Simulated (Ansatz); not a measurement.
## Worked example: InH2(CH3) + C2H4FI → InH2I + C3H7F

Gas-phase species: InH2(CH3), singlet; C2H4FI `CC(F)I`, singlet; InH2I `[InH2][I]`, singlet; C3H7F `CC(C)F`, singlet. The partners trade CH3 for I: In–CH3 and C–I bonds give way to In–I and C–CH3.

Shapes, held fixed at every level: PBE0-D4/def2-TZVP. Programs: Ansatz 0.2.0. Electronic energies: no zero-point or thermal term.

At CCSD(T)/def2-TZVPP; 1 Eh = 2625.50 kJ/mol:

```
  species  energy (Eh)
InH2(CH3)  -230.488388
   C2H4FI  -475.350074
    InH2I  -487.854841
    C3H7F  -218.057166
```

**Question.** Work out ΔE of the reaction at this level.

**Answer.** 
1. Products less reactants: (-487.854841) + (-218.057166) − [(-230.488388) + (-475.350074)] = -0.073545 Eh = -193.1 kJ/mol.

Other levels give -223.1 (CCSD(T)/def2-SVP) to -185.8 kJ/mol (PBE-D4/def2-TZVPP). No measured value is set beside it here. For atoms past krypton def2 sets carry core potentials with scalar relativity. Outer-core shells of I, In are correlated, in sets that cover them unevenly. The median of the other correlated levels is -201.6 kJ/mol.
